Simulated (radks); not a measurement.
Problem. Numerical settings for neutral mercury, [Hg]. Calculated with a radial shooting solver on a logarithmic mesh with Libxc functionals: Dirac Kohn-Sham, PBE, spin-unpolarised, spherical densities, finite nucleus; Fermi nuclear charge, rms radius 5.4648 fm. The defaults (mesh step 0.008 in ln r, mesh end at 40 bohr or more with all orbitals vanishing there, Anderson mixing 0.5 over 9 steps, residual threshold near 1e-9 with the energy settled to 1e-9 hartree or 1e-11 of itself, here a cap of 95 iterations) give E = -19657.360 hartree and 6s1/2 at -6.823 eV in 14 iterations. Run on one thread of a shared host, so times are rough (Arm Neoverse V1): 0.17 s of CPU time, 0.17 s wall, 14 iterations on 2440 mesh points. One setting is changed at a time: mesh step in ln r 0.08; mesh step in ln r 0.02; mesh step in ln r 0.03; mesh end (bohr) 5; mesh end (bohr) 3; residual threshold 0.1; residual threshold 1e-05; mixing 1; linear mixing, mixing 0.8; linear mixing, mixing 0.05; mixing history 2; iteration cap 3. Which runs fail to converge, and which converge to a wrong energy?

Solution. Not converged within the cap: mesh step in ln r 0.08; linear mixing, mixing 0.8; linear mixing, mixing 0.05; iteration cap 3. Settled on a wrong energy, with an occupied level pushed above zero by the early mesh end: mesh end (bohr) 3 (+1.82 hartree). Apart from these: settings that end as converged yet miss the energy by more than 1 mhartree: mesh end (bohr) 5 (+0.0739 hartree).
